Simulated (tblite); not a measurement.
C₅H₁₀GaNO₂.
Structure used (GFN2-xTB), in Å, numbered top down from 1:
```xyz
19
C5H10GaNO2 angstrom
C     -1.317   -1.180   -0.713
N     -1.424   -0.079    0.221
C     -2.782    0.140    0.674
Ga    -0.019    0.974    0.814
O      1.463   -0.123    1.394
C      2.464   -0.479    0.697
C      2.831    0.046   -0.534
C      2.082    1.038   -1.151
O      1.038    1.589   -0.682
H     -0.277   -1.285   -1.033
H     -1.638   -2.124   -0.255
H     -1.938   -1.008   -1.602
H     -2.788    0.979    1.374
H     -3.180   -0.746    1.184
H     -3.447    0.377   -0.165
H     -0.294    2.093    1.799
H      3.091   -1.270    1.130
H      3.710   -0.334   -1.028
H      2.415    1.402   -2.132
```

Level: GFN2-xTB in tblite, geometry and Hessian alike; calculated harmonic values, unscaled, isolated species. This tight-binding method is rough: wavenumbers can miss measured ones by several per cent, in bad cases by 10 to 20. Modes of hydrogen on gallium can be 10 to 20 % off. One conformer, not necessarily the lowest.

Harmonic wavenumbers (cm⁻¹): 42.7, 50.7, 74.5, 140.1, 140.8, 199.6, 227.2, 233.9, 247.3, 263.7, 275.0, 296.7, 361.4, 384.3, 419.9, 492.1, 493.0, 554.3, 762.0, 865.3, 872.0, 931.8, 963.0, 1049.5, 1051.4, 1089.8, 1118.5, 1134.0, 1184.1, 1233.5, 1306.2, 1328.3, 1380.2, 1407.7, 1414.7, 1465.0, 1465.9, 1472.4, 1493.8, 1501.1, 1567.3, 1854.6, 2867.6, 2871.8, 2872.9, 2878.1, 2900.9, 2908.1, 2946.0, 2949.0, 3117.1.

A = 2184, B = 870.3, C = 844.7 MHz; mass 184.997 u (most abundant isotopes); point group Cs, symmetry number 1.

Task: What is the zero-point energy?

Result: ½Σν̃ = 30560 cm⁻¹ = 87.38 kcal/mol.

Task: Entropy at 500 K, 1 bar (ideal gas, RRHO, classical rotation)?

Result: Translation 44.15, rotation 31.22, vibration 60.76: S = 136.1 cal/(mol K).

Task: And Cp and H(500 K) − H(0)?

Result: Cp = 60.49 cal/(mol K), of which vibrations give 52.54 (their classical limit is 51 R = 101.3); H(500 K) − H(0) = 18.84 kcal/mol without the zero-point energy, 14.86 from vibrations.

Task: What must be added to the electronic energy to get the Gibbs energy at 500 K and 1 bar?

Result: ZPE + [H(500 K) − H(0)] − T·S = 87.38 + 18.84 − 68.07 = 38.15 kcal/mol.

Task: Which modes carry the vibrational entropy at 500 K?

Result: 42.7 cm⁻¹: 6.15; 50.7 cm⁻¹: 5.81; 74.5 cm⁻¹: 5.05; 140.1 cm⁻¹: 3.81; 140.8 cm⁻¹: 3.80; 199.6 cm⁻¹: 3.12 cal/(mol K); the other 45 give 33.03 together.

Task: Blend soft modes into free rotors: weight 1/[1 + (100 cm⁻¹/ν̃)⁴] for the oscillator and the rest for a rotor with moment μB/(μ + B), μ = h/(8π²ν), B = 10⁻⁴⁴ kg m². What vibrational entropy results?

Result: 55.79 cal/(mol K) in place of 60.76, which changes −T·S at 500 K by +2.49 kcal/mol.

Hindered rotation and anharmonicity are outside this model. Other conformers, if any are populated, would add a mixing term that is left out.
